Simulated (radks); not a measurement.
Results of a calculation; reference values are marked as such.
Spherical quantum dot in the effective-mass picture: electrons in a well V = -V0 / (1 + exp((r - R)/a)) with V0 = 30.3, R = 1.7, a = 0.19, with a point charge +1 (a donor) at the centre, all in effective atomic units (hartree* = m*/eps^2 hartree, bohr* = eps/m* bohr), one dielectric constant everywhere. Level of theory: non-relativistic Kohn-Sham, exchange-only LDA, spin-polarised, spherical densities (a radial shooting solver with Libxc functionals). Levels are named by radial order and angular momentum (1s, 1p, 1d, 2s, ...), and open shells are averaged over m.

N = 18, configuration 1s2 1p6 1d10. This is the lowest configuration that the search found. Occupied and some empty levels:

level,occupation,eigenvalue (hartree*),<r> (bohr*)
1s,2,-13.970,0.8585
1p,6,-12.224,1.041
1d,10,-10.114,1.145
2s,0,-9.3717,0.8792
1f,0,-7.6096,1.226
2p,0,-5.9698,1.025

Energy (hartree*): total -333.208, kinetic 66.461, external -521.00, Hartree 135.52, exchange-correlation -14.191. Static polarisability (adiabatic kernel): 1.352 bohr*^3.

Electron density:

r (bohr*),n(r) (e/bohr*^3)
0.0447,1.026
0.213,0.8791
0.382,0.9774
0.550,1.272
0.718,1.647
0.887,1.883
1.05,1.752
1.22,1.232
1.39,0.6059
1.56,0.1987
1.73,0.04301
1.90,0.006835
2.06,0.0009017
2.23,0.0001086
